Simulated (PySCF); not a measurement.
Vertical excitations of a molecule C₂H₇NOSi from TDDFT-PBE/def2-SVPD (PySCF), as energy in eV (oscillator strength): 3.91 (0.001), 4.90 (0.027), 5.57 (0.015), 5.82 (0.002), 6.09 (0.071), 6.20 (0.040), 6.32 (0.119), 6.46 (0.019), 6.53 (0.010), 6.58 (0.006). Lowest triplet (TDA): 3.36 eV. Geometry optimised at PBE-D3(BJ)/def2-SVP. One conformer was computed; it need not be the lowest.

**Question.** Pick the molecule that these values belong to.
(A) OC/C=N/[SiH3]
(B) C=CO[SiH2]N
(C) N[Si@H]1CCO1
(D) O[SiH]1CNC1

**Answer.** A, OC/C=N/[SiH3]
